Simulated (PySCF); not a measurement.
Delta-SCF ions had no search for a lower state. Excitations are Tamm–Dancoff values on a coarser integration grid. The basis has no diffuse functions, so Rydberg states are missing or too high.

Cartesian coordinates (Å):
```xyz
7

O     -0.4842     1.4284    -0.3954
B     -0.1632     0.1538    -0.0458
O      1.1677    -0.1722     0.0807
O     -1.2079    -0.7049     0.1522
H      0.2981     1.9697    -0.5168
H      1.3536    -1.0781     0.3275
H     -0.9641    -1.5967     0.3977
```
Charge 0, spin multiplicity 1.

Q: Estimate the S1–T1 gap (TDA), HOMO and vertical ionisation energy (Delta-SCF) that PBE0-D3(BJ)/def2-TZVP run with PySCF returns for this input.

A: 
| Item | Value |
|---|---|
| S1–T1 gap (TDA) | 0.31 eV |
| HOMO | -9.18 eV |
| vertical ionisation energy (Delta-SCF) | 11.79 eV |
